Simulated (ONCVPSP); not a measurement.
## gold, ONCV: configuration errors across variants

* Element: gold
* Generator: ONCVPSP 4.0.1
* Type: optimised norm-conserving Vanderbilt (ONCV)
* Functional: PBE
* Relativity: fully relativistic
* Frozen core: [Kr] 4d10 4f14
* Valence charge: 19
* Reference configuration: 5s2 5p6 5d10 6s0.75 (charge +0.25)
* Partial waves: 5s+6s: rc 1.55 bohr, ncon 4, nbas 9, qcut 8.5 1/bohr, 3 projectors, debl 4 Ha; 5p: rc 1.15 bohr, ncon 4, nbas 6, qcut 8.4 1/bohr, 1 projector; 5d: rc 1.40 bohr, ncon 5, nbas 9, qcut 7.9 1/bohr, 1 projector
* Local potential: polynomial inside 1.15 bohr (lpopt 5, dvloc0 0 Ha)
* Core correction: Teter function, fcfact 2, rcfact 1.65

Open shells are filled in proportion to 2j + 1.

All-electron excitation energies from the reference (eV): (1) 5s2 5p6 5d10 6s1 -1.666; (2) 5s2 5p6 5d10 6s0 7.762; (3) 5s2 5p6 5d9 6s0 28.990; (4) 5s2 5p5 5d10 6s1 65.570.

2 further variants failed, have other tests or too few solved ones, and are left out.

Errors AE − PS in meV (a dash: test not solved or not reliable):

| change | (1) | (2) | (3) | (4) | bound ghosts | GHOST(+) flags above zero |
| --- | --- | --- | --- | --- | --- | --- |
| base | -0.2 | -1.4 | +1.3 | -8.6 | none | s |
| all radii but the core radius scaled by about 1.21 (s 1.88, p 1.40, d 1.70 bohr); local potential polynomial inside 1.40 bohr (lpopt 5, dvloc0 0 Ha) | -0.2 | -2.2 | 0.0 | -31 | none | s |
| core correction Teter function, fcfact 2, rcfact 1.26 | -0.1 | -0.7 | +3.2 | -3.2 | none | s |
| core correction Teter function fitted to the true core (icmod 2), fcfact 0.65 | -0.1 | -0.6 | +3.1 | -5.9 | none | s |
| local potential polynomial inside 1.00 bohr (lpopt 5, dvloc0 6 Ha) | -0.2 | -1.4 | +1.2 | -8.9 | none | s |
| p: ncon 3, nbas 5 | -0.2 | -1.4 | +1.2 | -13 | none | s |
| d: qcut 4.8 | -0.2 | -1.5 | +0.8 | -17 | none | s |
| s: qcut 6.2; p: qcut 6.2; d: qcut 5.8 | -0.2 | -2.3 | +0.6 | -13 | none | s |
| s: rc 1.56 | -0.2 | -1.4 | +1.3 | -8.5 | none | s |

(1) Give the same row for: local potential polynomial inside 1.15 bohr (lpopt 5, dvloc0 0.5 Ha).

## Answers

(1) -0.2, -1.4, +1.2, -9.1; bound ghosts: none; GHOST(+) flags above zero: s.
